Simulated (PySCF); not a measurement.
C₈H₁₄F₂.
SMILES with atom numbers: `[F:1][C@H:2]1[CH2:3][CH2:4][CH2:5][C@H:6]([F:7])[CH2:8][CH2:9][CH2:10]1`

NICS is the negative of the GIAO shielding at a point without a nucleus: at the ring centre (0) and 1 Å above and below it (1); zz is the component along the ring normal. Level: GIAO PBE0/pcSseg-1 (PySCF, non-relativistic, gas phase) on the GFN2-xTB geometry, one conformer.

Ring bond lengths (Å), with Mayer bond orders in brackets: C2–C3 1.525 (1.02), C3–C4 1.531 (1.03), C4–C5 1.533 (1.00), C5–C6 1.529 (1.02), C6–C8 1.529 (1.02), C8–C9 1.533 (1.00), C9–C10 1.531 (1.03), C10–C2 1.525 (1.02).

Give the NICS values of each ring in ppm.

| ring | type | NICS(0) | NICS(1), two faces | NICS(1)zz, two faces | rms pucker (Å) | centre to ring atoms, mean (Å) |
| --- | --- | --- | --- | --- | --- | --- |
| C2–C3–C4–C5–C6–C8–C9–C10 | 8-membered carbocycle; formal bonds all single | -3.7 | -3.5 / -2.8 | 3.9 / 4.3 | 0.44 | 1.80 |

What can be read from them?

- C2–C3–C4–C5–C6–C8–C9–C10: mean NICS(1)zz 4.1 ppm, deshielded. C2, C3, C4, C5, C6, C8, C9, C10 have four or more neighbours, and the NICS criterion for π rings isn't applied.
